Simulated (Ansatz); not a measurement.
CH8BFSi2, SMILES `B[SiH2][SiH2]CF`, relaxed with RKS PBE0-D4/def2-TZVP in Ansatz from a PBE-D4/def2-SVP geometry. The force threshold is 0.005 eV/Å; the program also tests the step.

The species carries charge 0 and has multiplicity 1.

Start:

```xyz
13

B     1.552   -0.733   -0.322
Si    0.361   -0.896    1.320
Si   -1.293    0.604    0.549
C    -0.551    0.867   -1.219
F     0.910    0.731   -1.098
H     1.325   -1.557   -1.194
H     2.702   -0.356   -0.185
H     0.874   -0.402    2.649
H    -0.286   -2.241    1.537
H    -2.696    0.095    0.343
H    -1.357    1.946    1.231
H    -0.860    0.078   -1.933
H    -0.681    1.865   -1.678
```

Q: How much energy does the relaxation release, and in how many steps? (An estimate is asked.)

A: Computed: 1.19 kcal/mol, in 11 steps, 1 of them rejected.

Q: Which bonds change most? (Best estimate.)

A: Computed: C4–F5 from 1.472 to 1.443 Å; B1–H6 from 1.222 to 1.199 Å; B1–H7 from 1.217 to 1.195 Å; Si3–C4 from 1.936 to 1.915 Å.

Q: Give the relaxed structure. (An estimate is asked.)

A: Computed: 
```xyz
13

B     1.551   -0.785   -0.299
Si    0.356   -0.878    1.328
Si   -1.287    0.589    0.524
C    -0.538    0.888   -1.213
F     0.893    0.735   -1.105
H     1.294   -1.558   -1.180
H     2.677   -0.398   -0.206
H     0.893   -0.362    2.617
H    -0.262   -2.210    1.578
H    -2.657    0.053    0.306
H    -1.392    1.899    1.221
H    -0.856    0.141   -1.942
H    -0.672    1.886   -1.629
```
